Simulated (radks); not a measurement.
Species: Zr4+. Configuration: [Ar] 3d10 4s1 4p6 5s1 (not the ground configuration). Method: Dirac Kohn-Sham, exchange-only LDA, spin-unpolarised, spherical densities, point nucleus; computed with a radial shooting solver on a logarithmic mesh with Libxc functionals.

Radial electron density D(r) = 4 pi r^2 rho(r):

| r (bohr) | D(r) (e/bohr) |
|---|---|
| 0.004413 | 9.112 |
| 0.005839 | 13.89 |
| 0.007726 | 20.42 |
| 0.01014 | 28.35 |
| 0.01342 | 37.39 |
| 0.01775 | 45.51 |
| 0.02349 | 50.20 |
| 0.03108 | 49.61 |
| 0.04113 | 45.16 |
| 0.05441 | 42.62 |
| 0.07142 | 47.63 |
| 0.0945 | 57.90 |
| 0.125 | 60.71 |
| 0.1654 | 49.25 |
| 0.2189 | 37.64 |
| 0.2896 | 40.80 |
| 0.3832 | 45.30 |
| 0.503 | 33.79 |
| 0.6656 | 16.35 |
| 0.8806 | 9.209 |
| 1.165 | 7.779 |
| 1.542 | 4.554 |
| 2.04 | 1.699 |
| 2.699 | 0.6817 |
| 3.543 | 0.2381 |
| 4.687 | 0.03257 |
| 6.202 | 0.001205 |

D(r) has 3 maxima, at r = 0.0261, 0.115, 0.368 bohr, and minima at 0.0531, 0.235 bohr, inside which lie 2.07, 11.07 electrons.
